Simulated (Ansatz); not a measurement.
C3H10Si, charge -1, doublet, at the geometry of the source list (a state made from the parent by changing its charge; the spin is typed, not shown lowest) (a gas-phase anion, which may not be bound at this level); MP2/6-31G* run with Ansatz (an electronic-structure program).

Input for Ansatz:
Ansatz 0.2 input:
```yaml
crystal:
  periodic: [false, false, false]
  atoms:
    - {symbol: Si, position_ang: [0.06090000, 0.22490000, 0.46560000]}
    - {symbol: C, position_ang: [-0.93200000, 1.38420000, -0.67160000]}
    - {symbol: C, position_ang: [1.76960000, -0.11080000, -0.30300000]}
    - {symbol: C, position_ang: [-0.87690000, -1.41820000, 0.67490000]}
    - {symbol: H, position_ang: [0.23360000, 0.86220000, 1.78490000]}
    - {symbol: H, position_ang: [-1.08030000, 0.94810000, -1.65580000]}
    - {symbol: H, position_ang: [-1.91320000, 1.59710000, -0.25810000]}
    - {symbol: H, position_ang: [-0.42270000, 2.33340000, -0.80880000]}
    - {symbol: H, position_ang: [2.36230000, -0.76890000, 0.32530000]}
    - {symbol: H, position_ang: [1.68360000, -0.58130000, -1.27870000]}
    - {symbol: H, position_ang: [2.33130000, 0.80940000, -0.43310000]}
    - {symbol: H, position_ang: [-1.02380000, -1.91880000, -0.27830000]}
    - {symbol: H, position_ang: [-1.85700000, -1.25970000, 1.11460000]}
    - {symbol: H, position_ang: [-0.33550000, -2.10170000, 1.32220000]}
basis:
  gaussian:
    orbitals: 6-31G*
total_charge: -1
magnetization: {spin_polarized: true, initial_magnetization: 1}
correlation: {method: mp2}
```

Write the output that Ansatz gives for this input, abridged.


```
Functional definition: HF
911 factors; integrals over basis functions are off by at most 7.1e-4 eV
mean field evaluation 1: about -11104.3723 eV, gradient 1.7e1 eV
mean field evaluation 2: about -11104.4289 eV, gradient 1.7e1 eV
mean field evaluation 4: about -11106.5760 eV, gradient 2.1e0 eV
mean field evaluation 8: about -11106.6417 eV, gradient 3.4e-1 eV
mean field evaluation 16: about -11106.6558 eV, gradient 2.0e-2 eV
mean field evaluation 32: about -11107.2022 eV, gradient 2.7e-5 eV
mean field evaluation 64: about -11107.2021 eV, gradient 1.6e-3 eV
mean field evaluation 96: about -11107.1040 eV, gradient 1.5e0 eV
mean field -11107.20221368 eV, -408.1821526206 hartree, gradient 5.8e-6 eV, S^2 0.755840; 8 other end points of the search recorded, 0 dependent functions left out
8 core orbitals not correlated
reference -11107.20221368 eV, -408.1821526206 hartree; 14, 13 occupied and 62, 63 virtual orbitals, 911 factors
second order -13.34205894 eV of doubles, -0.00000000 eV of singles
Total energy: -11120.54427261 eV, -408.6724642429 hartree
```
